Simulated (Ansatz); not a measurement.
```yaml
crystal:
  periodic: [false, false, false]
  atoms:
    - {symbol: h, position_ang: [-0.126732, 1.346550, -0.094311]}
    - {symbol: Al, position_ang: [-0.117502, -0.331903, -0.093357]}
    - {symbol: Br, position_ang: [1.396180, -1.484045, 1.088017]}
    - {symbol: Br, position_ang: [-1.655066, -1.399590, -1.301426]}
    - {symbol: H, position_ang: [0.503109, 1.868987, 0.401077]}
basis:
  gaussian: {orbitals: def2-SVPD, point_charges: [{charge: 2.00, position_ang: [5.788, -0.073, -0.683]}]}
hamiltonian: {xc: {name: SPW92}}
```

```sh
$ ansatz run in.yaml --threads 4 --pin off --events-out ev --progress --plain --max-ram 10444MiB
```

Task: How does Ansatz answer? (Best estimate.)

Result: Computed: The input was rejected before any iteration.
```
Error: YAML parse error: error: line 4 column 16: `h` is not an element symbol (H … Og, case-exact)
 --> <input>:4:16
2 |   periodic: [false, false, false]
3 |   atoms:
4 |     - {symbol: h, position_ang: [-0.126732, 1.346550, -0.094311]}
5 |     - {symbol: Al, position_ang: [-0.117502, -0.331903, -0.093357]}
6 |     - {symbol: Br, position_ang: [1.396180, -1.484045, 1.088017]}
```
